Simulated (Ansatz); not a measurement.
A run for Ansatz (a quantum-chemistry and plane-wave program): R-wB97M-V/def2-TZVPP on H2OSe (SMILES O[SeH]), a point of a torsion scan.

Ansatz 0.2 input:
```yaml
crystal:
  periodic: [false, false, false]
  atoms:
    - {symbol: O, position_ang: [-0.87872382, 0.24418576, 0.38574725]}
    - {symbol: Se, position_ang: [0.72970218, 0.73260172, -0.28321453]}
    - {symbol: H, position_ang: [-1.27078858, -0.42327491, -0.18398707]}
    - {symbol: H, position_ang: [1.47708594, 0.32417192, 0.89775836]}
basis:
  gaussian:
    orbitals: def2-TZVPP
hamiltonian:
  xc: {name: wB97M-V}
scf: {lower_state_search: off}
```

Program output:

```
WARN ansatz: RAYON_NUM_THREADS=1 ignored (pool sized by the plan → 1); use --threads N
Functional definition: wB97M-V
these checks for a lower state are left out or cut short: stability, starts, cluster_reference, orbital_swaps, neighbouring_geometries, increment
integrals: 0.04 GiB planned
664 factors; their error is unknown
integrals: 0.07 GiB planned
129 factors; integrals over basis functions are off by at most 4.1e-5 eV
mean field: 0.40 GiB planned
mean field evaluation 1: about -67422.1031 eV, gradient 4.1e1 eV
mean field evaluation 2: about -67420.6017 eV, gradient 5.1e1 eV
mean field evaluation 4: about -67424.7789 eV, gradient 5.5e-1 eV
mean field evaluation 8: about -67425.0197 eV, gradient 3.2e-1 eV
mean field evaluation 16: about -67425.0198 eV, gradient 5.1e-5 eV
mean field -67425.01978916 eV, -2477.8237749318 hartree, gradient 5.1e-6 eV, S^2 0.000000; 0 other end points of the search recorded, 0 dependent functions left out
reference -67425.01982103 eV, -2477.8237761029 hartree; 22, 22 occupied and 85, 85 virtual orbitals, 664 factors
Total energy: -67425.01982103 eV, -2477.8237761029 hartree
Checks for a lower state left out: stability, starts, cluster_reference, orbital_swaps, neighbouring_geometries, increment
```

The calculation finished and met its thresholds.

Cost: roughly 1.9 core-seconds.
